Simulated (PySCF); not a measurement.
Gas-phase reaction: B3N3Cl3H3 = 3 BH + 3 Cl + 3 N

Computed with PySCF and rigid-rotor harmonic-oscillator thermochemistry at 1 bar. † marks an energy on the PBE0/def2-TZVP geometry and frequencies; other levels use their own. MP2 freezes the core. 6-31G* has spherical d functions here. Open shells (unrestricted): Cl (multiplicity 2), N (multiplicity 4); the rest are closed-shell singlets. Spin-orbit splitting is ignored; it lowers the true energy and changes the entropy of Cl. B3LYP is the form with VWN-RPA correlation. MP2 isn't extrapolated to the basis-set limit.

| level | ΔH°(298 K), kJ |
|---|---|
| B3LYP/6-31G* | 4075 |
| B3LYP/def2-TZVP† | 4085 |
| BLYP/def2-TZVP† | 4079 |
| HF/def2-TZVP† | ? |
| M06-2X/def2-TZVP† | 4178 |
| MP2/def2-TZVPP† | ? |
| PBE/def2-TZVP† | ? |
| PBE0/def2-SVP† | 4324 |
| PBE0/def2-TZVP | 4230 |
| ωB97X-V/def2-TZVP† | ? |

**Question.** What belongs in the gaps?

**Answer.** 
- HF/def2-TZVP†, ΔH°(298 K), kJ: 2979
- MP2/def2-TZVPP†, ΔH°(298 K), kJ: 4208
- PBE/def2-TZVP†, ΔH°(298 K), kJ: 4331
- ωB97X-V/def2-TZVP†, ΔH°(298 K), kJ: 4180
